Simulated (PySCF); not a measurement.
## How methods differ on the excitation energy of C(2+)

C(2+) [He] 2s2 (1S) → C(2+) [He] 2s1 2p1 (3P), as a difference of total energies. All numbers are calculated (PySCF 2.14, scalar relativity by spin-free X2C-1e, in x2c-TZVPPall (5s3p2d1f, 31 functions)). Correlated levels: valence: 1s2 frozen. The calculations carry no spin-orbit coupling.

```tsv
method	excitation energy (eV)
UHF	4.662
MP2 (valence)	5.734
SCS-MP2 (valence)	6.022
CCSD (valence)	6.513
```

**Question.** How much does correlation contribute at MP2 (valence)?

**Answer.** 5.734 − (4.662) = 1.072 eV, measured against UHF.

A first-order spin-orbit estimate (lowest level to lowest level, LS coupling) adds -0.007 eV.

The basis was made for the ground configuration and has no added diffuse functions, so the excitation energy can come out too high.

With two correlated electrons CCSD is exact in that space.

The coupled-cluster amplitudes are large for the lower state (T1 above 0.03 or a double amplitude above 0.15), so a single reference is strained.
